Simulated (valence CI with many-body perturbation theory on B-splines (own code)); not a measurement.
# Cs VII: what the settings do

Computed by valence CI with perturbative core correlation (CI+MBPT): three valence electrons over a frozen Dirac-Fock core [Kr] 4d10, a basis of 5 s, 5 p, 5 d, 5 f, 2 g functions for each j, with the one-electron correlation potential Σ1, the two-electron term Σ2, the three-electron term Σ3, Breit, model QED; selected CI, second order for the rest, scaled by the run's own slope (own B-spline code, finite nucleus).

Set against measurement, 21 paired levels are off by 388 cm⁻¹ on average, the worst by 913. These come from a selection out of Sansonetti, J. Phys. Chem. Ref. Data 38, 761 (2009). Levels without a partner in it may be off by more, other configurations by several thousand cm⁻¹.

The reference run has the lowest level 5s²5p ²P°_1/2 and an ionisation energy of 83.3118 eV. Its largest variational space holds 4446 state functions.

Names give the largest LS component (configuration and term), which can be under half, so a name can repeat, a term be missing and a line seem to break the LS rules; names also repeat where a configuration has a term twice.

Changed runs:
A. highest l in the core sums 6 → 5
B. correlating orbitals by l 2 2 3 3 2 → 4 4 3 0 0; natural orbitals for correlation on → off
C. correlating orbitals by l 2 2 3 3 2 → 6 2 3 3 1
D. box radius (bohr) 13.698 → 3.16 (bad on purpose)

Excitation energies of the reference run in cm⁻¹, and shifts in cm⁻¹:

```csv
Level,Reference,A,B,C
5s²5p ²P°_3/2,19381,+4.2,-30,-2.1
5s5p² ⁴P_1/2,103877,+99,-665,-25
5s5p² ⁴P_3/2,113876,+103,-779,-28
5s5p² ⁴P_5/2,121936,+102,-652,-25
5s5p² ²D_3/2,141122,+89,+104,-4.7
5s5p² ²D_5/2,147070,+92,-51,-9.1
5s5p² ²P_1/2,158558,+91,+870,+21
4f5s² ²F°_5/2,167376,-338,+1107,+19
4f5s² ²F°_7/2,168155,-334,+1106,+24
5s5p² ²S_1/2,178514,+91,+1051,+20
5s5p² ²P_3/2,179920,+96,+705,+24
5s²5d ²D_3/2,206591,-18,+779,+38
Ionisation energy (eV),83.3118,+0.0127,-0.0623,+0.00025
```

Run D: It gave no result. The program said: "need at least one array to concatenate".
